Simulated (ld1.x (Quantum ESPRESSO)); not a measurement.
## Configuration tests for Au (Z = 79) (ultrasoft)

gold, ultrasoft, made with ld1.x (Quantum ESPRESSO) 7.5 (Wu–Cohen, scalar-relativistic). Core [Xe] 4f14, reference 5d10 6s1 6p0. Waves: 6s (bound): rcut 2.00, rcutus 2.25 bohr; 6s channel at 4.8 Ry: rcut 2.00, rcutus 2.25 bohr; 6p (bound, empty): rcut 3.50, rcutus 3.70 bohr; 6p channel at 1.4 Ry: rcut 3.50, rcutus 3.70 bohr; 5d (bound): rcut 1.15, rcutus 1.55 bohr; 5d channel at 0.65 Ry: rcut 1.15, rcutus 1.55 bohr. Local part: all-electron potential smoothed inside 2.05 bohr (lloc = -1). Core correction: Bessel-smoothed model core inside 1.40 bohr. Augmentation charge: PSQ, inside the norm-conserving radii.

Energies are relative to the spin-unpolarised reference configuration 5d10 6s1 6p0; without spin polarisation the order of configurations can differ from experiment.

```tsv
valence configuration	charge	ΔE all-electron (eV)	error AE − PS (meV)
5d10 6s0 6p0	+1	9.444	-7.0
5d9 6s0 6p0	+2	30.688	-43
5d8 6s0 6p0	+3	64.604	-210
5d7 6s0 6p0	+4	112.355	-616
5d9 6s1 6p1	0	7.589	-21
5d10 6s0 6p1	0	5.391	+4.1
```

(1) What are ΔE and the potential's error for 5d10 6s0.5 6p0?

Levels in the configuration 5d9 6s1 6p1:

| level | all-electron (eV) | pseudo (eV) |
| --- | --- | --- |
| 5d | -10.980 | -11.056 |
| 6s | -8.200 | -8.212 |
| 6p | -2.037 | -2.045 |

Results:

(1) ΔE = 3.793 eV all-electron; the error (AE − PS) is -2.3 meV.
